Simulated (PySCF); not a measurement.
Which level of theory gave which numbers?

C4H7FSi.
Z-matrix (Å and degrees, PBE0-D3(BJ)/def2-SVP geometry), rows numbered from 1:
```
F 
C   1  1.3340
C   2  1.3281  1  122.28
C   3  1.5231  2  128.95  1    -0.42
C   4  1.5603  3  100.85  2  -179.39
Si  3  1.8713  2  139.30  1  -180.00
H   2  1.0947  1  112.19  3   179.87
H   4  1.1033  3  112.03  2   -59.21
H   4  1.1032  3  112.14  2    60.42
H   5  1.0995  4  113.74  3   117.41
H   5  1.0994  4  113.85  3  -118.37
H   6  1.4970  3  116.85  2   -65.87
H   6  1.4968  3  117.26  2    64.42
```

The closed-shell ground state was solved 5 times with PySCF (density fitting, gas phase), always with PBE0, in these basis sets: 6-31G*, STO-3G, aug-cc-pVDZ, def2-SVP and pcSseg-0.

| row | total energy (Eh) | HOMO (eV) | LUMO (eV) | dipole (D) |
| --- | --- | --- | --- | --- |
| P | -545.2350 | -7.13 | -0.28 | 0.92 |
| Q | -545.5429 | -7.20 | -0.48 | 1.07 |
| R | -538.8847 | -4.15 | 3.86 | 0.96 |
| S | -545.4896 | -6.91 | 0.02 | 0.80 |
| T | -544.5912 | -7.25 | -0.22 | 1.32 |

**Question.** Which basis belongs to which row?

**Answer.** P = def2-SVP, Q = aug-cc-pVDZ, R = STO-3G, S = 6-31G*, T = pcSseg-0. From the lowest total energy up: aug-cc-pVDZ (205 functions) 0 eV; 6-31G* (102 functions) +1.45 eV; def2-SVP (123 functions) +8.38 eV; pcSseg-0 (72 functions) +25.90 eV; STO-3G (41 functions) +181.18 eV.
